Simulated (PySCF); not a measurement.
## Mn: excitation energy

Mn [Ar] 3d5 4s2 (6S) → Mn [Ar] 3d6 4s1 (6D), as a difference of total energies. Computed with PySCF 2.14 in x2c-QZVPPall with one added diffuse shell each of s, p, d, f, g type (12s8p6d5f3g, 128 functions), with scalar relativity by spin-free X2C-1e. Correlated levels: valence: [Ar] frozen; valence and next inner shell: [Ne] frozen. The calculations carry no spin-orbit coupling.

| method | excitation energy (eV) |
| --- | --- |
| UHF | 3.384 |
| LDA | 1.188 |
| PBE | 1.059 |
| PBE0 | 1.577 |
| r2SCAN | 1.417 |
| BLYP | 1.190 |
| r2SCANh | 1.593 |
| B2PLYP | 1.967 |
| MP2 (valence) | 2.238 |
| SCS-MP2 (valence) | 2.227 |
| MP2 (valence and next inner shell) | 1.872 |
| SCS-MP2 (valence and next inner shell) | 2.029 |

Task: How much does correlation contribute at MP2 (valence and next inner shell)?

Result: 1.872 − (3.384) = -1.512 eV, measured against UHF.

Errors of the correlated levels include the incompleteness of this basis and the frozen core.

For comparison: 2.145 eV (measured; NIST levels, between the centres of gravity of the two terms).
